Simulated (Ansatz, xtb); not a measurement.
C2H7NOSn: where a starting geometry ends

The starting geometry of this gas-phase singlet was built from a drawn formula by distance geometry and a force field; its bonds are those of `C[C@](N)(O)[SnH]`.

```xyz
12

C    -1.6342    1.1957   -1.5128
C    -0.9531    1.5251   -0.2426
N    -1.2845    2.8759    0.2283
O     0.4736    1.4044   -0.4044
Sn   -1.4641    0.0785    1.2590
H    -2.7288    1.1802   -1.3404
H    -1.4320    1.9278   -2.3280
H    -1.3594    0.1577   -1.8849
H    -0.7436    3.0598    1.0981
H    -2.2852    2.8784    0.4533
H     0.6772    2.1695   -1.0330
H    -0.6167    0.4591    2.7809
```

Predict what it relaxes into with r2SCAN-D4/def2-SVP.

A new bond forms, giving a structure given below by its coordinates. Contacts that close: N3–Sn5 (2.99 → 2.38 Å).

The energy falls by 0.91 eV over 17 steps:

```
step  E − E(last) (eV)
   1             0.912
   3             0.451
   5             0.433
   6             0.343
   8             0.270
  10             0.170
  12             0.023
  13             0.009
  15             0.000
  17             0.000
```

Final geometry (Å):

```xyz
12

C    -1.6255    1.1985   -1.5291
C    -0.8899    1.3243   -0.2182
N    -1.4987    2.4025    0.6126
O     0.4823    1.4934   -0.3786
Sn   -1.7608    0.2258    1.5447
H    -2.7112    1.0770   -1.3889
H    -1.4625    2.1007   -2.1610
H    -1.2577    0.3247   -2.0863
H    -0.7832    2.9001    1.1426
H    -2.1245    3.0608    0.1411
H     0.6275    2.1004   -1.1269
H    -0.3465    0.7042    2.5216
```

From the same start GFN2-xTB ends elsewhere, differing in N3–Sn5 (3.32 against 2.38 Å here), O4–Sn5 (2.41 against 3.22 Å here).

The end wasn't checked by frequencies. Atoms past krypton carry core potentials, without spin–orbit terms. Run with Ansatz 0.2.0, 45 s on 2 threads of Intel(R) Xeon(R) Platinum 8375C CPU @ 2.90GHz (Ice Lake), with other jobs on the host.
